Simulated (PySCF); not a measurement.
**Broadened absorption spectrum of C5H5ClO**

C5H5ClO.
InChI=1S/C5H5ClO/c6-5-2-1-3-7-4-5/h1,3-4H,2H2

The calculation used PySCF 2.14.0, density-fitted response routines, TDDFT CAM-B3LYP/def2-SVPD, vertical, gas phase, core orbitals frozen in the response. Isolated species at its GFN2-xTB geometry, gas phase.

Each state is given a Gaussian of 0.3 eV full width at half maximum, with ε(max) = 2.175×10⁸ f / Δν̃ (Δν̃ the width in cm⁻¹). The cross-section is σ = 3.8235×10⁻²¹ ε cm², given in Mb (10⁻¹⁸ cm²). The width is an assumption, not a result. The curve ends short of the highest state used, and states not computed would add to its high-energy end.

λ (nm), σ (Mb) and a bar:
```
    177.5      12.70 ##########################
    181.3      13.56 ############################
    185.0       8.27 #################
    188.8       1.79 ####
    192.5       0.39 #
    196.3       0.31 #
    200.0       0.16 
    203.8       0.06 
    207.5       0.12 
    211.3       0.31 #
    215.0       0.41 #
    218.8       0.30 #
    222.6       0.18 
    226.3       0.54 #
    230.1       2.50 #####
    233.8       7.03 ##############
    237.6      12.60 ##########################
    241.3      14.56 ##############################
    245.1      11.37 #######################
    248.8       6.28 #############
    252.6       2.46 #####
    256.4       0.71 #
    260.1       0.16 
    263.9       0.03
```

Problem. Where are the band maxima, and which computed states make them?

Solution. 241 nm (5.15 eV), ε about 3800, made up of S1 (100%); 215 nm (5.77 eV), ε about 110, made up of S2 (100%); 181 nm (6.84 eV), ε about 3500, made up of S4 (78%) and S5 (18%) (ε in L mol⁻¹ cm⁻¹; maxima over ε = 5, shares over 10%). At its high-energy end, 6.99 eV, the curve is still rising (ε about 3400, from S4, S5, S6 and S7). The states used: S1 5.15 eV (f 0.043); S2 5.77 eV (f 0.0012); S3 6.35 eV (f 0.0009); S4 6.82 eV (f 0.031); S5 6.86 eV (f 0.0073); S6 7.09 eV (f 0.0080); S7 7.30 eV (f 0.279); S8 7.59 eV (f 0.0023).

Problem. What would ε be at 5.15 eV, the highest of these maxima, with half the width (0.15 eV)?

Solution. About 7640 L mol⁻¹ cm⁻¹ against 3820, a factor of about 2.00; a lone state at its own centre would give exactly 2.

Problem. Coming from long wavelengths, where does ε first pass 100 L mol⁻¹ cm⁻¹?

Solution. At about 258 nm (4.81 eV), 0.34 eV below S1.

Problem. On this curve, what absorbance would a 10⁻⁴ mol/L sample give at 222 nm over a 1 cm path?

Solution. 222 nm is 5.585 eV, where ε is about 48 L mol⁻¹ cm⁻¹, so A = ε c l ≈ 0.0048 (Beer–Lambert, with the gas-phase spectrum and the assumed width).
